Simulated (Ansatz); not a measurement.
`C[CH](C)[Ge][Cl]` + H₂ → `[Cl][GeH]` + propane at 600 K and 1 bar (hydrogenolysis of a Ge–C bond).

Isolated molecules relaxed with PBE0-D4/def2-TZVP in Ansatz; ΔE leaves out vibrations. CCSD(T)/CBS is the MP2 limit (def2-TZVPP, def2-QZVPP) plus CCSD(T) − MP2 in def2-TZVPP, frozen cores. This one scheme is used for every species. For Ge outer-core shells are correlated without core-valence functions, which leaves a few kJ/mol of doubt a bond. Scalar relativity is left out up to krypton. One conformer a species, not always the lowest.

| species | CCSD(T)/CBS energy (Eh) | H − E (kJ/mol) | S (J/(mol·K)) |
| --- | --- | --- | --- |
| `C[CH](C)[Ge][Cl]` | -2654.29224 | 311.2 | 472.0 |
| H₂ | -1.17544 | 43.9 | 150.8 |
| `[Cl][GeH]` | -2536.49422 | 43.2 | 296.6 |
| `CCC` | -118.98051 | 315.9 | 335.6 |

H − E and S are ideal-gas, rigid-rotor, harmonic terms from PBE0-D4/def2-TZVP, for one conformer and one mirror image of each species. For small species the MP2-based limit differs from directly extrapolated CCSD(T) by up to some mEh (0.8 for H₂); such offsets cancel only in part. 1 Eh = 2625.50 kJ/mol, R = 8.31446 J/(mol·K).

By hand: ΔE, ΔH, ΔS and ΔG.

ΔE = (-2536.49422) + (-118.98051) − (-2654.29224) − (-1.17544) = -0.00705 Eh = -18.5 kJ/mol. Δ(H − E) = 43.2 + 315.9 − 311.2 − 43.9 = 4.0, so ΔH = -14.5 kJ/mol. ΔS = 296.6 + 335.6 − 472.0 − 150.8 = 9.4 J/(mol·K). ΔG = -14.5 − 600 × (9.4)/1000 = -20.1 kJ/mol.

By hand: the equilibrium constant, and the temperature at which ΔG would vanish if ΔH and ΔS stayed fixed.

log₁₀ K = −ΔG/(RT ln 10) = 1.7. ΔH and −TΔS have one sign here, so there is no such temperature.

TΔS isn't small against ΔH here. A doubt of 5 kJ/mol in ΔE shifts log₁₀ K by 0.4 here. Other conformers and mirror images would add mixing entropy, several J/(mol·K) or more a flexible species. Modes under 60 cm⁻¹, often nearly free rotors, make the harmonic entropy too high. These are equilibria of isolated gas molecules and say nothing of rates. Largest T1 diagnostic: 0.013 (customary marks: 0.02 for closed shells, 0.045 for open ones).

ΔS is within the doubt of such terms, so its sign, and with it that verdict, could turn.
